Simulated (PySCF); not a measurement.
**Solvent effects on NMR parameters**

Atoms are numbered as in `[CH3:1][C@@H:2]([SH:3])[C@@H:4]1[CH2:5][C@@H:6]1[C:7]#[N:8]` (H(Xn): hydrogen on atom n). Ha(C5) is cis to C2 on the ring; Hb(C5) is trans to C2 on the ring.

GIAO PBE0/pcSseg-1 in PySCF 2.14.0 with density-fitted response routines on one PBE0-D3(BJ)/def2-SVP conformer, non-relativistic, equivalent nuclei averaged. Solvents enter as an IEF-PCM continuum (chloroform with ε = 4.7, acetonitrile with ε = 35.7) around the gas-phase geometry. Shifts are referred to TMS, CS2 computed in the same medium.

In chloroform, δ in ppm: C7 130.2, C2 43.6, C1 28.3, C4 26.9, C5 17.6, C6 6.0, S3 -52.8, H(C2) 2.53, H(S3) 2.37, H(C6) 1.55, H(C1) 1.49, Hb(C5) 1.27, H(C4) 1.06, Ha(C5) 0.98. Dipole moment 3.38 D.

(1) How does each δ change in the more polar medium?

(2) Which of the listed nuclei move most (in ppm), and what does the model miss? (N and O are left out, as their reference compounds move with the solvent too.)

Answers

(1) 
| atoms | environment | Δδ, acetonitrile |
| --- | --- | --- |
| C7 | nitrile carbon | +1.9 |
| C2 | sp3 CH bonded to S | +0.6 |
| C1 | methyl carbon | 0.0 |
| C4 | three-membered-ring carbon | +0.5 |
| C5 | three-membered-ring carbon | +0.4 |
| C6 | three-membered-ring carbon | +0.3 |
| S3 | thiol sulfur | -6.0 |
| H(C2) | hydrogen on an sp3 CH bonded to S | 0.00 |
| H(S3) | hydrogen on a thiol sulfur | +0.22 |
| H(C6) | hydrogen on a three-membered-ring carbon | +0.15 |
| H(C1) | hydrogen on a methyl carbon | +0.01 |
| Hb(C5) | hydrogen on a three-membered-ring carbon | +0.08 |
| H(C4) | hydrogen on a three-membered-ring carbon | +0.11 |
| Ha(C5) | hydrogen on a three-membered-ring carbon | +0.02 |

Changes are relative to chloroform. The dipole moment becomes 3.60 D in acetonitrile.

(2) S3 (thiol sulfur, -6.0 ppm) in acetonitrile. A continuum only polarises the solute; specific hydrogen bonds, the anisotropy of aromatic solvents and changes of geometry or conformer are outside it.
